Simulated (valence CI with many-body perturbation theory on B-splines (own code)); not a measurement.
**Ti9+: calculated level list**

Computed by relativistic CI+MBPT: three valence electrons over a frozen Dirac-Fock core [Ne], radial functions for each j: 11 s, 11 p, 10 d, 8 f, 5 g, 2 h, with the one-electron correlation potential Σ1, the two-electron term Σ2, the three-electron term Σ3, Breit, model QED; selected CI, second order for the rest, scaled by the run's own slope (own B-spline code, finite nucleus).

No measured levels were compared; by estimate levels of excited configurations hold to 0.05 to 0.15 % of their energy, terms of the ground configuration to about 0.5 %.

Levels 46 to 90 of 169, with energies above the lowest level, 3s2.3p 2P°_1/2. "Leading %" is the weight of the configuration and term that name the level; weights of strongly mixed levels are sums over their largest components and can fall short, so below about 35 % the name and the second component can differ from the true leading terms, or belong to a minority configuration. In the jj column 3d3/2^4 stands for four electrons in 3d with j = 3/2. Lifetimes count E1, E2, E3, M1 and M2 decay at the calculated energies, and are blank where another channel may lead or the interval is too uncertain; long ones can be off by a factor of two.

| No. | Configuration | Term | J | E (cm⁻¹) | Leading % | Second component | Leading jj | Lifetime |
| --- | --- | --- | --- | --- | --- | --- | --- | --- |
| 46 | 3p2.3d | 4F | 9/2 | 708540 | 98 |  | 3p3/2^2 3d5/2 (54 %) | 98.6 ps |
| 47 | 3p2.3d | 2P | 3/2 | 713430 | 83 | 11 % 3p2.3d 4D | 3p1/2 3p3/2 3d5/2 (40 %) | 65.1 ps |
| 48 | 3p2.3d | 4D | 1/2 | 716120 | 59 | 38 % 3p2.3d 2P | 3p1/2 3p3/2 3d3/2 (89 %) | 73.4 ps |
| 49 | 3p2.3d | 4D | 3/2 | 719390 | 88 | 10 % 3p2.3d 2P | 3p1/2 3p3/2 3d5/2 (42 %) | 78.8 ps |
| 50 | 3p2.3d | 4D | 5/2 | 719760 | 97 |  | 3p3/2^2 3d3/2 (31 %) | 82.0 ps |
| 51 | 3p2.3d | 2P | 1/2 | 721530 | 55 | 40 % 3p2.3d 4D | 3p3/2^2 3d5/2 (58 %) | 67.3 ps |
| 52 | 3p2.3d | 4D | 7/2 | 721850 | 96 |  | 3p3/2^2 3d5/2 (54 %) | 83.1 ps |
| 53 | 3p2.3d | 2G | 7/2 | 733190 | 88 | 11 % 3s.3d2 2G | 3p1/2 3p3/2 3d3/2 (48 %) | 313 ps |
| 54 | 3p2.3d | 2G | 9/2 | 734330 | 86 | 11 % 3s.3d2 2G | 3p1/2 3p3/2 3d5/2 (46 %) | 318 ps |
| 55 | 3p2.3d | 2D | 5/2 | 751700 | 68 | 21 % 3p2.3d 4P | 3p1/2 3p3/2 3d5/2 (70 %) | 30.9 ps |
| 56 | 3p2.3d | 2D | 3/2 | 753120 | 79 | 12 % 3s.3d2 2D | 3p1/2 3p3/2 3d3/2 (44 %) | 32.5 ps |
| 57 | 3p2.3d | 4P | 5/2 | 757200 | 77 | 15 % 3p2.3d 2D | 3p3/2^2 3d5/2 (37 %) | 23.4 ps |
| 58 | 3p2.3d | 4P | 3/2 | 757980 | 91 | 5 % 3p2.3d 2D | 3p3/2^2 3d3/2 (45 %) | 21.9 ps |
| 59 | 3p2.3d | 4P | 1/2 | 758540 | 98 |  | 3p3/2^2 3d3/2 (49 %) | 21.2 ps |
| 60 | 3p2.3d | 2P | 1/2 | 783130 | 73 | 20 % 3s.3d2 2P | 3p1/2 3p3/2 3d5/2 (56 %) | 36.2 ps |
| 61 | 3p2.3d | 2P | 3/2 | 784330 | 49 | 16 % 3p2.3d 2D | 3p1/2 3p3/2 3d5/2 (33 %) | 43.9 ps |
| 62 | 3p2.3d | 2S | 1/2 | 788830 | 75 | 10 % 3s2.4s 2S | 3p1/2 3p3/2 3d3/2 (23 %) | 28.1 ps |
| 63 | 3p2.3d | 2D | 3/2 | 789040 | 58 | 25 % 3p2.3d 2P | 3p3/2^2 3d5/2 (27 %) | 52.4 ps |
| 64 | 3p2.3d | 2D | 5/2 | 793250 | 91 | 4 % 3s.3d2 2D | 3p3/2^2 3d5/2 (70 %) | 70.4 ps |
| 65 | 3s2.4s | 2S | 1/2 | 797200 | 86 | 10 % 3p2.3d 2S | 3s^2 4s (86 %) | 11.4 ps |
| 66 | 3p2.3d | 2F | 5/2 | 800850 | 83 | 13 % 3s.3d2 2F | 3p1/2 3p3/2 3d5/2 (28 %) | 21.7 ps |
| 67 | 3p2.3d | 2F | 7/2 | 802600 | 85 | 13 % 3s.3d2 2F | 3p1/2 3p3/2 3d5/2 (40 %) | 21.6 ps |
| 68 | 3s.3d2 | 4F | 3/2 | 816770 | 99 |  | 3s 3d3/2^2 (67 %) | 28.9 ps |
| 69 | 3s.3d2 | 4F | 5/2 | 817000 | 99 |  | 3s 3d3/2 3d5/2 (66 %) | 29.2 ps |
| 70 | 3s.3d2 | 4F | 7/2 | 817310 | 99 |  | 3s 3d3/2 3d5/2 (80 %) | 29.5 ps |
| 71 | 3s.3d2 | 4F | 9/2 | 817710 | 99 |  | 3s 3d5/2^2 (79 %) | 30.1 ps |
| 72 | 3p2.3d | 2D | 5/2 | 838800 | 93 |  | 3p3/2^2 3d5/2 (40 %) | 20.2 ps |
| 73 | 3p2.3d | 2D | 3/2 | 841250 | 94 |  | 3p3/2^2 3d3/2 (46 %) | 20.2 ps |
| 74 | 3s.3d2 | 4P | 1/2 | 842000 | 99 |  | 3s 3d3/2^2 (40 %) | 23.1 ps |
| 75 | 3s.3d2 | 4P | 3/2 | 842150 | 99 |  | 3s 3d3/2 3d5/2 (91 %) | 23.2 ps |
| 76 | 3s.3d2 | 4P | 5/2 | 842330 | 99 |  | 3s 3d3/2 3d5/2 (51 %) | 23.4 ps |
| 77 | 3s.3d2 | 2G | 7/2 | 871390 | 87 | 11 % 3p2.3d 2G | 3s 3d3/2 3d5/2 (70 %) | 43.5 ps |
| 78 | 3s.3d2 | 2G | 9/2 | 871460 | 87 | 11 % 3p2.3d 2G | 3s 3d3/2 3d5/2 (69 %) | 43.0 ps |
| 79 | 3s.3d2 | 2D | 5/2 | 873160 | 80 | 16 % 3p2.3d 2D | 3s 3d5/2^2 (40 %) | 20.7 ps |
| 80 | 3s.3d2 | 2D | 3/2 | 873170 | 80 | 16 % 3p2.3d 2D | 3s 3d5/2^2 (38 %) | 20.6 ps |
| 81 | 3s2.4p | 2P° | 1/2 | 877740 | 94 |  | 3s^2 4p1/2 (94 %) | 41.4 ps |
| 82 | 3s2.4p | 2P° | 3/2 | 880310 | 94 |  | 3s^2 4p3/2 (94 %) | 41.7 ps |
| 83 | 3s.3d2 | 2F | 5/2 | 909740 | 73 | 25 % 3p2.3d 2F | 3s 3d3/2 3d5/2 (43 %) | 19.1 ps |
| 84 | 3s.3d2 | 2F | 7/2 | 910070 | 73 | 25 % 3p2.3d 2F | 3s 3d5/2^2 (44 %) | 19.5 ps |
| 85 | 3s.3d2 | 2S | 1/2 | 928650 | 85 | 10 % 3p2.3d 2S | 3s 3d5/2^2 (49 %) | 17.3 ps |
| 86 | 3s.3d2 | 2P | 1/2 | 933480 | 70 | 23 % 3p2.3d 2P | 3s 3d3/2 3d5/2 (47 %) | 15.0 ps |
| 87 | 3s.3d2 | 2P | 3/2 | 934050 | 70 | 24 % 3p2.3d 2P | 3s 3d3/2 3d5/2 (41 %) | 15.1 ps |
| 88 | 3s.3p.4s | 4P° | 1/2 | 968820 | 98 |  | 3s 3p1/2 4s (90 %) | 13.2 ps |
| 89 | 3s.3p.4s | 4P° | 3/2 | 971270 | 97 |  | 3s 3p1/2 4s (62 %) | 13.2 ps |
| 90 | 3s.3p.4s | 4P° | 5/2 | 976050 | 98 |  | 3s 3p3/2 4s (98 %) | 13.2 ps |

Names give the largest LS component (configuration and term), which can be under half, so a name can repeat, a term be missing and a line seem to break the LS rules; names also repeat where a configuration has a term twice.
